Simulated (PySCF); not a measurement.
# How ionic is MH along the alkali metals?

r²SCAN in PySCF with def2-SVPD on every atom (core potentials on Rb, Cs), for the lowest determinant that a PBE0 search found; no spin–orbit coupling. A negative dipole means M(+)H(−).

```csv
M,state (unpaired electrons),Re (Å),μ (D)
Li,singlet (closed shell),1.607,-5.88
Na,singlet (closed shell),1.902,-6.38
Rb,singlet (closed shell),2.443,-8.34
Cs,singlet (closed shell),2.597,-8.29
```

Problem. Give the ionic character |μ|/(e·Re) of each, with 1 e·Å = 4.803 D, and the positive end.

Solution. LiH 76 % (Li positive), NaH 70 % (Na positive), RbH 71 % (Rb positive), CsH 66 % (Cs positive). Lone pairs and polarisation enter μ too, so this number is only a rough measure of charge transfer.

Spin–orbit coupling is left out.
